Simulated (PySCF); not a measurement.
# Potential energy of CsK along the bond

Set-up: PySCF, scalar-relativistic core potentials, basis sets Cs def2-SVPD with ECP46, K def2-SVPD. Energies in eV from Cs + K in their ground configurations at the same level. State: ¹Σ⁺ (singlet), closed shell.

All columns are PW91. A positive dipole means Cs(−)K(+).

```json
{"R (Å)": "3.773", "E (eV)": "-0.459", "μ (D)": "-1.48", "Mulliken charge on Cs (basis-dependent)": "-0.13", "HOMO (eV)": "-2.52", "LUMO (eV)": "-1.49", "Mayer bond order": "1.01", "⟨S²⟩": "0.00"}
{"R (Å)": "3.948", "E (eV)": "-0.518", "μ (D)": "-1.52", "Mulliken charge on Cs (basis-dependent)": "-0.12", "HOMO (eV)": "-2.49", "LUMO (eV)": "-1.51", "Mayer bond order": "1.00", "⟨S²⟩": "0.00"}
{"R (Å)": "4.124", "E (eV)": "-0.552", "μ (D)": "-1.58", "Mulliken charge on Cs (basis-dependent)": "-0.12", "HOMO (eV)": "-2.46", "LUMO (eV)": "-1.54", "Mayer bond order": "1.00", "⟨S²⟩": "0.00"}
{"R (Å)": "4.255", "E (eV)": "-0.564", "μ (D)": "-1.63", "Mulliken charge on Cs (basis-dependent)": "-0.11", "HOMO (eV)": "-2.44", "LUMO (eV)": "-1.56", "Mayer bond order": "1.00", "⟨S²⟩": "0.00"}
{"R (Å)": "4.387", "E (eV)": "-0.567", "μ (D)": "-1.68", "Mulliken charge on Cs (basis-dependent)": "-0.11", "HOMO (eV)": "-2.43", "LUMO (eV)": "-1.58", "Mayer bond order": "1.00", "⟨S²⟩": "0.00"}
{"R (Å)": "4.519", "E (eV)": "-0.561", "μ (D)": "-1.73", "Mulliken charge on Cs (basis-dependent)": "-0.10", "HOMO (eV)": "-2.41", "LUMO (eV)": "-1.60", "Mayer bond order": "1.00", "⟨S²⟩": "0.00"}
{"R (Å)": "4.694", "E (eV)": "-0.544", "μ (D)": "-1.79", "Mulliken charge on Cs (basis-dependent)": "-0.09", "HOMO (eV)": "-2.39", "LUMO (eV)": "-1.64", "Mayer bond order": "1.00", "⟨S²⟩": "0.00"}
{"R (Å)": "4.913", "E (eV)": "-0.512", "μ (D)": "-1.88", "Mulliken charge on Cs (basis-dependent)": "-0.08", "HOMO (eV)": "-2.37", "LUMO (eV)": "-1.68", "Mayer bond order": "1.00", "⟨S²⟩": "0.00"}
{"R (Å)": "5.177", "E (eV)": "-0.461", "μ (D)": "-1.98", "Mulliken charge on Cs (basis-dependent)": "-0.06", "HOMO (eV)": "-2.35", "LUMO (eV)": "-1.73", "Mayer bond order": "1.00", "⟨S²⟩": "0.00"}
{"R (Å)": "5.528", "E (eV)": "-0.384", "μ (D)": "-2.10", "Mulliken charge on Cs (basis-dependent)": "-0.04", "HOMO (eV)": "-2.33", "LUMO (eV)": "-1.79", "Mayer bond order": "1.00", "⟨S²⟩": "0.00"}
```

A fit through these points gives, at Re = 4.361 Å, μ = -1.67 D and dμ/dR = -0.375 D/Å; the reduced mass is 30.13 u.

Problem. How strong is the fundamental in the double-harmonic approximation, I = 42.26·(dμ/dR)²/μred km/mol?

Solution. I = 42.26·(-0.375)²/30.13 = 0.197 km/mol at PW91.

Closed-shell solutions of metal pairs were not tested for spin polarisation, which can lower them a little. Spin–orbit coupling is left out.
